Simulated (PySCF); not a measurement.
Input file for PySCF: R-MP2/6-31G* on BeH3N (SMILES [BeH][NH2]), a point of a bond scan (R = 2.319 Å).

```python
from pyscf import gto, scf, dft, mp
from pyscf.data.elements import chemcore

mol = gto.M(
    atom='''
    Be   -0.55549601   -0.10298035   -0.76701060
    H    -1.33100906   -0.24674845   -1.83781348
    N     0.31947459    0.05922564    0.44112000
    H     1.98857741   -1.41353403    1.09002829
    H     0.27149950    0.82519504    1.09476189
    ''',
    basis='6-31g*',
    cart=True,
    charge=0, spin=0, verbose=3, max_memory=1800)
mf = scf.RHF(mol)
mf.conv_tol = 1e-8
mf.max_cycle = 100
mf.kernel()
if not mf.converged:
    mf = mf.newton().run(mf.mo_coeff, mf.mo_occ)
pt = mp.MP2(mf, frozen=chemcore(mol)).run()
```

Q: What total energy does the run end on?

A: -70.8473 hartree.
